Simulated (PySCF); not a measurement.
GeCl2, SMILES [Cl][Ge][Cl] (connectivity only; charge and spin as stated), neutral, multiplicity 1. The structure is a stationary point at PBE0-D3(BJ)/def2-TZVP. The isomer is the one that the SMILES or the coordinates give; other isomers of the formula were not compared.

TDA-B3LYP/def2-SVPD in PySCF puts the lowest singlet excitations at 3.98, 4.25, 5.12, 5.53, 5.85, 6.40 eV.

Problem. What are the lowest excitation roots from PySCF 2.14.0 with ADC(2)/aug-cc-pVDZ? (An estimate is asked for; the answer gives what the named calculation found.)

Solution. 3.99, 4.81, 5.39, 6.17, 6.19, 6.85 eV. S1 differs by 0.01 eV (second minus first; roots are paired by order, and the bases may differ).
